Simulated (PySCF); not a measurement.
dibromo(difluoro)methane (CBr2F2), SMILES FC(F)(Br)Br. Geometry optimised at PBE0-D3(BJ)/def2-SVP.

Computed equilibrium geometry at PBE0-D3(BJ)/def2-SVP (PySCF confirms it by a frequency run) as bond lengths and angles, and its point group:
point group C2v.
Atoms: F1 C2 F3 Br4 Br5. Bonds (Å): F1–C2 1.320, C2–F3 1.320, C2–Br4 1.935, C2–Br5 1.935. Bond angles (°): F1–C2–F3 108.5, F1–C2–Br4 109.2, F1–C2–Br5 109.2, F3–C2–Br4 109.2, F3–C2–Br5 109.2, Br4–C2–Br5 111.5.
